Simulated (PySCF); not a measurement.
**C$_{7}$H$_{9}$P: full NMR table**

| Property | Result |
| --- | --- |
| Formula | C7H9P |
| SMILES | C/C=C/p1cccc1 |
| InChI | InChI=1S/C7H9P/c1-2-5-8-6-3-4-7-8/h2-7H,1H3/b5-2+ |
| Point group of the computed structure | Cs |
| Carbon signals | 5 |
| Proton signals | 5 |

Bonds (- single, = double, # triple, : aromatic): C1-C2, C2=C3, C3-P4, P4-C5, C5=C6, C6-C7, C7=C8, C8-P4. C1 carries H9, H10, H11; C2 carries H12; C3 carries H13; C5 carries H14; C6 carries H15; C7 carries H16; C8 carries H17. Stereochemistry as in C/C=C/p1cccc1.

PySCF calculation with shielding tensors at PBE0/pcSseg-1 (GIAO) and GFN2-xTB structure; single conformer, no solvent model, one averaged value for each set of equivalent atoms, non-relativistic Hamiltonian.

Referencing at the same level of theory: 1H and 13C against TMS; 31P against H3PO4.

| carbon | δC, type | δH (multiplicity) | HMBC from (2–3 bonds) | span of the C tensor (ppm) |
| --- | --- | --- | --- | --- |
| C1 | 24.9, CH3 | 2.00 (d) | H12, H13 | 36 |
| C2 | 156.7, CH | 6.73 (m) | H13, H9/H10/H11 | 248 |
| C3 | 131.6, CH | 5.21 (m) | H14/H17, H12, H9/H10/H11 | 175 |
| C5/C8 | 148.5, CH | 6.96 (m) | H15/H16, H14/H17, H13 | 231 |
| C6/C7 | 145.1, CH | 7.23 (m) | H15/H16, H14/H17 | 205 |

Other nuclei:
| atoms | nucleus | environment | δ (ppm) | σ (ppm) |
| --- | --- | --- | --- | --- |
| P4 | 31P | ring phosphorus | -14.6 | 333.0 |

δC 156.7, 131.6: alkene CH; the olefinic region. δC 148.5, 145.1: unsaturated ring CH. δC 24.9: allylic methyl carbon; a saturated carbon with 1 carbon neighbour and no heteroatom attached. δH 6.73, 5.21: hydrogen on an alkene CH; attached to an sp2 carbon and in the plane of the double bond. δH 2.00: hydrogen on an allylic methyl carbon; allylic position.

Splittings by 31P in the carbon and heteronuclear signals aren't shown, as no couplings were computed. Shifts are as computed. Against solution values, carbons near 30 ppm lie about +3 ppm off and those near 130 ppm about +5 ppm. Of 1211 compounds with measured shifts, 218 miss one by over three times the rms of a fit or turn the order of signals round; such compounds aren't used in these exercises. Experimental scales use liquid or dissolved standards, which lie at an offset from isolated H3PO4. No couplings were computed; multiplicities are counted from neighbouring protons, with m where these are inequivalent, close in shift, in a saturated or five-membered ring or joined by F or P, and br s for small geminal =CH2 splittings.
